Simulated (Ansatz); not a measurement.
`CCCC#CCCCC` and `CC#CCCC` differ in one atom or group.

Ansatz, PBE0-D4/def2-TZVP geometries, multiplicity 1. Each molecule was computed in one conformer, which needn't be the lowest.

```tsv
property	`CCCC#CCCCC`
HOMO energy (B3LYP/def2-TZVPP) / eV	-6.81
HOMO energy (PBE0/def2-TZVPP) / eV	-7.03
HOMO energy (PBE/def2-TZVPP) / eV	-5.84
HOMO energy (ωB97M-V/def2-TZVPP) / eV	-9.28
LUMO energy (ωB97M-V/def2-TZVPP) / eV	2.46
size of the dipole moment (ωB97M-V/def2-TZVPP) / D	0.23
```

Problem. What does the change do to each property? (Best estimate.)

Solution. The calculation gave: 
```tsv
property	`CC#CCCC`	shift
HOMO energy (B3LYP/def2-TZVPP) / eV	-6.86	-0.05
HOMO energy (PBE0/def2-TZVPP) / eV	-7.08	-0.05
HOMO energy (PBE/def2-TZVPP) / eV	-5.87	-0.03
HOMO energy (ωB97M-V/def2-TZVPP) / eV	-9.33	-0.05
LUMO energy (ωB97M-V/def2-TZVPP) / eV	2.55	0.09
size of the dipole moment (ωB97M-V/def2-TZVPP) / D	0.13	-0.10
```

With PBE0 the HOMO falls by 0.05 eV and the LUMO rises by 0.07 eV, so the gap widens by about 0.12 eV. PBE moves the HOMO by -0.03 eV and ωB97M-V by -0.05 eV. Dipoles are sizes alone; their direction can turn.

B3LYP here is the variant with VWN-RPA as its local correlation; programs differ in this.
